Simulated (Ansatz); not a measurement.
`O[SiH2][Si](O)(Cl)Cl` + `[AsH3]` → `O[SiH2][AsH2]` + `O[SiH](Cl)Cl`  (cleavage of the Si–Si bond)

Computed with Ansatz on PBE0-D4/def2-TZVP structures; ΔE is electronic, products minus reactants. CBS: MP2 limit from def2 TZ/QZ plus the TZ coupled-cluster correction, frozen cores. This one scheme is used for every species. Functionals use def2-TZVPP. For As outer-core shells are correlated without core-valence functions, which leaves a few kJ/mol of doubt a bond. Scalar relativity is left out up to krypton. Each species was taken in one conformer, which may not be the lowest.

```csv
level,ΔE (eV)
r2SCAN,-0.35
MP2/CBS(def2),-0.45
```

Problem. What does CCSD(T)/CBS give? (Best estimate.)

Solution. Ansatz gave: -0.38 eV. The listed levels differ from it by 0.03, -0.07 eV.

Largest T1 diagnostic among the species: 0.011.

The D4 term adds +0.06 eV with B3LYP and +0.04 eV with PBE0; it sums over pairs of atoms, weighted by their polarisabilities, and B3LYP, whose exchange is more repulsive, gets the larger term. From PBE to PBE0 (25 % exact exchange), in def2-TZVPP and without D4, ΔE moves by −0.05 eV.

B3LYP here is the variant with VWN-RPA as its local correlation; programs differ in this.
